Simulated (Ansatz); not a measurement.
Species: H₂BO₂, charge 1, singlet. H2BO2+ (parent SMILES O[B]O, singlet).
B3LYP-D3(BJ)/def2-TZVP minimum from Ansatz (an electronic-structure program):
```
B
O 1 1.2570
O 1 1.2570 2 172.98
H 2 0.9699 1 134.72 3 -134.07
H 3 0.9699 1 134.72 2 -134.07
```
Charge +1, spin multiplicity 1.

Total energies in cc-pVDZ, 16 correlated electrons, 3 frozen orbitals. Radicals and triplets start from unrestricted determinants; spin-orbit coupling is neglected. Cores are frozen in correlated methods. No relativity. The spin of H2BO2+ (parent SMILES O[B]O, singlet) was assumed, and the state is the lowest solution found for it.

```tsv
method	program	energy (Eh)	minus CCSDT(Q) (mEh)
HF	Ansatz	-175.39681	457.24
MP2	Ansatz	-175.83014	23.92
CCSD	Ansatz	-175.84122	12.83
CCSD(T)	Ansatz	-175.85232	1.73
CCSDT(Q)	Ansatz	-175.85405	0.00
```

Rough core times of Ansatz's runs on a shared machine: CCSD(T) under 20 s, CCSDT(Q) 70 s.
